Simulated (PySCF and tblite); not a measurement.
Values are calculated unless marked as measured or tabulated.
Stationary points of C$_{4}$H$_{4}$FNSe at GFN2-xTB, in Å:

Structure A

```
 1 C    -2.096   -0.098    0.106
 2 Se   -1.160    0.030    1.816
 3 C     0.643    0.080    1.340
 4 C     1.236    0.041    0.136
 5 F     0.540   -0.051   -1.021
 6 C     2.638    0.093   -0.009
 7 N     3.779    0.137   -0.115
 8 H    -1.868    0.772   -0.503
 9 H    -1.806   -1.012   -0.404
10 H    -3.157   -0.122    0.341
11 H     1.289    0.153    2.205
```

Structure B

```
 1 C    -2.140    0.196   -0.184
 2 Se   -1.135   -0.802    1.173
 3 C     0.565    0.012    0.802
 4 C     1.409   -0.490   -0.097
 5 F     1.106   -1.588   -0.805
 6 C     2.669    0.096   -0.388
 7 N     3.677    0.592   -0.609
 8 H    -2.049    1.262    0.007
 9 H    -1.761   -0.058   -1.171
10 H    -3.177   -0.116   -0.091
11 H     0.837    0.896    1.362
```

Structure C

```
 1 C    -2.338    0.356    0.414
 2 Se   -1.066   -1.118    0.555
 3 C     0.482   -0.095    0.348
 4 C     1.702   -0.657    0.368
 5 F     1.796   -1.997    0.542
 6 C     2.907    0.052    0.221
 7 N     3.876    0.655    0.099
 8 H    -2.155    1.071    1.212
 9 H    -2.240    0.829   -0.559
10 H    -3.334   -0.065    0.520
11 H     0.377    0.970    0.210
```

Level: BHandHLYP/pcSseg-1 + D3(BJ) on GFN2-xTB stationary points, with GFN2-xTB thermal terms.

Task: Which structure is a saddle point, and along which motion?

Result: B: one imaginary mode (95i cm⁻¹ at GFN2-xTB, mostly on C1, F5, C3), along the rotation about the C3–Se2 bond (torsion C4–C3–Se2–C1 from 180° to 360°, rising).

Task: Give their symmetry and energies above the lowest.

Result: A Cs, 0.0 kcal/mol; B C1, 3.3 kcal/mol; C Cs, 0.2 kcal/mol.

Spin–orbit effects of heavy atoms on shieldings are missing.
